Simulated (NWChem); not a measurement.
Species: CBF₅; SMILES FB(F)C(F)(F)F

```xyz
7

B      0.0071    -0.9735     0.0034
C      0.0092     0.6384     0.0037
F     -0.5126     1.0996    -1.1410
F      1.2357     1.1443     0.1258
F     -0.7328     1.1133     1.0106
F      1.1297    -1.6402    -0.0005
F     -1.1323    -1.6129    -0.0001
```
Atoms are numbered in this order, from 1.

Coordinates come from a PBE0/def2-SVP optimisation. B3LYP is NWChem's, with the RPA form of VWN correlation.

 Unshifted, non-relativistic core excitations; the lowest 4 roots alone, so stronger bands may lie above.

Q: List the first C K-edge excitations from B3LYP/6-311G** (spherical d), restricted-window TDA (NWChem).

A: 
| state | energy (eV) | dipole oscillator strength | leading excitation (squared amplitude) |
|---|---|---|---|
| S1 | 280.5 | 0.0086 | 1s of atom 2 or its equivalents → LUMO (0.99) |
| S2 | 283.6 | 0.0474 | 1s of atom 2 or its equivalents → LUMO+2 (0.77) |
| S3 | 283.8 | 0.0263 | 1s of atom 2 or its equivalents → LUMO+1 (0.78) |
| S4 | 285.8 | 0.0799 | 1s of atom 2 or its equivalents → LUMO+4 (0.94) |
